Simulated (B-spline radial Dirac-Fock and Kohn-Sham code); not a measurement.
# Isotope-shift constants of the inner levels of Ru⁴⁺

System: the Ru⁴⁺ ion, 1s2 2s2 2p6 3s2 3p6 3d10 4s2 4p6 4d4.

The computed values come from a radial atomic solver: first-order field-shift and mass-shift constants from Dirac-Fock ground and hole states with a Fermi nucleus; the mass shift has no relativistic recoil terms. A binding energy shifts by δE = F·δ⟨r²⟩ + (K_N + K_S)·δ(1/M); F is taken for a change of radius at fixed skin thickness and so holds the higher radial moments.

```tsv
level	F (meV/fm²)	K_N (meV u)	K_S (meV u)
K (1s)	-40.93	-12200	5629
L1 (2s)	-4.526	-1812	-139.1
L2 (2p1/2)	0.2365	-1668	2175
L3 (2p3/2)	0.2991	-1596	1985
M1 (3s)	-0.8271	-359.4	-124.8
M2 (3p1/2)	0.05607	-303.3	265.2
M3 (3p3/2)	0.06880	-290.8	215.9
M4 (3d3/2)	0.05851	-191.8	235.6
M5 (3d5/2)	0.05752	-189.4	230.4
```

Line shifts in meV from A = 102 (mass 101.9043 u, rms radius 4.4809 fm); radii from Angeli and Marinova (2013).

| A | mass (u) | radius (fm) | Kα1 | Kα2 | Kβ1 | Lα1 |
| --- | --- | --- | --- | --- | --- | --- |
| 96 | 95.9076 | 4.3908 | +28.68 | +28.56 | +28.78 | +0.02 |
| 98 | 97.9053 | 4.4229 | +18.50 | +18.42 | +18.57 | +0.01 |
| 99 | 98.9059 | 4.4338 | +15.24 | +15.18 | +15.28 | 0.00 |
| 100 | 99.9042 | 4.4531 | ? | ? | ? | ? |
| 101 | 100.9056 | 4.4606 | +6.81 | +6.78 | +6.81 | -0.01 |
| 104 | 103.9054 | 4.5098 | -9.40 | -9.36 | -9.42 | 0.00 |

Task: What are the shifts for A = 100?

Result: Kα1 +8.87 meV (field +10.24, mass -1.37); Kα2 +8.83 meV (field +10.22, mass -1.39); Kβ1 +8.91 meV (field +10.18, mass -1.28); Lα1 +0.01 meV (field -0.06, mass +0.07).
